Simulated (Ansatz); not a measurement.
Cartesian coordinates in Å:
```
B -1.418 1.147 0.736
N -0.526 0.718 -0.270
Si -0.374 -1.017 -0.583
Si 0.820 -2.072 1.130
Si 0.445 1.854 -1.150
Cl 2.433 1.491 -0.769
H -1.520 2.312 0.995
H -2.073 0.331 1.325
H 0.345 -1.160 -1.879
H -1.735 -1.595 -0.728
H 0.876 -3.538 0.878
H 2.203 -1.533 1.195
H 0.143 -1.832 2.433
H 0.121 3.224 -0.708
H 0.261 1.670 -2.607
```

The species carries charge 0 and has multiplicity 1.

**Question.** List the ωB97M-V/def2-TZVPP orbital energies in eV (Ansatz). (Best estimate.)

**Answer.** The calculation gave: Occupied: -2772.00, -1808.39, -1807.53, -1806.92, -394.84, -262.41, -199.87, -199.76, -199.76, -188.13, -149.33, -148.58, -148.05, -103.49, -103.44, -103.41, -102.71, -102.68, -102.68, -102.16, -102.15, -102.15, -27.15, -25.86, -18.98, -18.39, -17.49, -16.06, -14.49, -13.98, -13.83, -13.02, -12.65, -12.34, -12.10, -11.98, -11.67, -11.30, -11.16, -10.13. Lowest empty: 0.96, 1.36, 1.88, 2.02, 2.21, 2.63, 2.67, 2.94.
